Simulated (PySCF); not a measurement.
Match the calculated data to a structure.

All candidates are C6H14O.

| technique | computed result |
| --- | --- |
| 13C NMR | chemical shifts (computed TMS as zero) by class: 77.9 (1 C), 65.5 (1 C), 33.6 (1 C), 19.5 (1 C), 17.4 (1 C), 12.7 (1 C) ppm [GIAO PBE0/pcSseg-1] |
| Valence photoelectron | vertical ionisation energy: 9.47 eV [ΔSCF CAM-B3LYP/def2-SVPD] |
| Rotational structure | rotational constants A, B, C: 3.465, 1.656, 1.213 GHz [PBE0-D3(BJ)/def2-SVP] |
| Triplet | lowest triplet excitation (Tamm–Dancoff): 7.08 eV [TDA CAM-B3LYP/def2-SVPD] |
| Polarisability | 80.7 au [CAM-B3LYP/def2-SVPD] |
| Couplings | largest of the computed one-bond spin–spin couplings (means over like bonds): 13C–1H +141.9, 13C–1H +141.4, 13C–1H +138.6, 13C–1H +133.1 (×3), 13C–1H +132.5 (×3), 13C–1H +132.1 (×3), 13C–1H +131.2, 13C–1H +129.2 Hz [B3LYP/pcJ-1, spin–dipole term left out] |
| Dipole | 1.14 D [CAM-B3LYP/def2-SVPD] |
| UV, first state | lowest singlet excitation: 7.24 eV (171 nm, f = 0.010) [TDDFT CAM-B3LYP/def2-SVPD] |
| NMR, other nuclei | isotropic shieldings of nuclei other than C and H, by class: 265 (1 O) ppm [GIAO PBE0/pcSseg-1] |

Electronic properties: PySCF, gas phase, density fitting. Levels stand in brackets. Isolated species at its PBE0-D3(BJ)/def2-SVP geometry (one conformer only). NMR values are class means; diastereotopic atoms form classes of their own.

Problem. Which candidate is it?
A. `CCOC(C)(C)C`
B. `CCO[C@H](C)CC`
C. `COCCC(C)C`
D. `CCCCCOC`
E. `CCCCCCO`

Solution. B. It is `CCO[C@H](C)CC`. Numbering: `[CH3:1][CH2:2][O:3][C@H:4]([CH3:5])[CH2:6][CH3:7]`. Its formula, C6H14O, gives 0 degrees of unsaturation, so no ring and no π bond. 6 carbons fall into 6 classes; from least to most shielded: sp3 carbon bound to oxygen [C4] (77.9 ppm), sp3 carbon bound to oxygen [C2] (65.5 ppm), chain CH2 carbon [C6] (33.6 ppm), methyl carbon [C5] (19.5 ppm), methyl carbon [C1] (17.4 ppm), methyl carbon [C7] (12.7 ppm). The other shieldings belong to: 265 ppm, ether oxygen [O3]. The couplings run between: +141.9 Hz, sp3 carbon bound to oxygen [C2] and its hydrogen; +141.4 Hz, sp3 carbon bound to oxygen [C2] and its hydrogen; +138.6 Hz, sp3 carbon bound to oxygen [C4] and its hydrogen; +133.1 Hz, methyl carbon [C1] and its hydrogen (with 2 like pairs); +132.5 Hz, methyl carbon [C7] and its hydrogen (with 2 like pairs); +132.1 Hz, methyl carbon [C5] and its hydrogen (with 2 like pairs); +131.2 Hz, chain CH2 carbon [C6] and its hydrogen; +129.2 Hz, chain CH2 carbon [C6] and its hydrogen. The first electron is taken from the HOMO, whose largest Löwdin shares are 0.55 on the ether oxygen, 0.11 on an sp3 carbon bound to oxygen, 0.08 on a methyl carbon and 0.07 on an sp3 carbon bound to oxygen. The optimised geometry has point group C1 and is an asymmetric top.

The others, at the same levels:
- `COCCC(C)C` fails: it has 5 carbon classes against 6; its computed 13C shifts are 70.4 (1 C), 59.4 (1 C), 40.7 (1 C), 24.2 (1 C), 22.9 (2 C) ppm, vertical ionisation energy is 9.74 eV (against 9.47 eV) and rotational constant A is 5.105 GHz (against 3.465 GHz).
- `CCCCCCO` fails: its computed lowest singlet excitation is 7.00 eV (177 nm, f = 0.007) (against 7.24 eV), vertical ionisation energy is 10.27 eV (against 9.47 eV) and lowest triplet excitation (Tamm–Dancoff) is 6.69 eV (against 7.08 eV).
- `CCCCCOC` fails: its computed vertical ionisation energy is 9.79 eV (against 9.47 eV), rotational constant A is 13.666 GHz (against 3.465 GHz) and smallest rotational constant is 0.741 GHz (against 1.213 GHz).
- `CCOC(C)(C)C` fails: it has 4 carbon classes against 6; its computed 13C shifts are 70.7 (1 C), 57.1 (1 C), 28.4 (3 C), 18.1 (1 C) ppm, rotational constant A is 4.107 GHz (against 3.465 GHz) and smallest rotational constant is 1.548 GHz (against 1.213 GHz).

Each candidate is one conformer, not necessarily the lowest. Dipoles, sizes and rotational constants follow the conformer. The torsions of the flexible species, by atom-mapped SMILES:
- `[CH3:1][CH2:2][O:3][C@H:4]([CH3:5])[CH2:6][CH3:7]`: C1–C2–O3–C4 -176°, C2–O3–C4–C5 -79°, O3–C4–C6–C7 -60°
- `[CH3:1][O:2][CH2:3][CH2:4][CH:5]([CH3:6])[CH3:7]`: C1–O2–C3–C4 179°, O2–C3–C4–C5 -57°, C3–C4–C5–C6 -60°
- `[CH3:1][CH2:2][CH2:3][CH2:4][CH2:5][O:6][CH3:7]`: C1–C2–C3–C4 180°, C2–C3–C4–C5 180°, C3–C4–C5–O6 179°, C4–C5–O6–C7 180°
- `[CH3:1][CH2:2][O:3][C:4]([CH3:5])([CH3:6])[CH3:7]`: C1–C2–O3–C4 180°, C2–O3–C4–C5 180°

The conformers of `CCCCCCO` aren't listed.
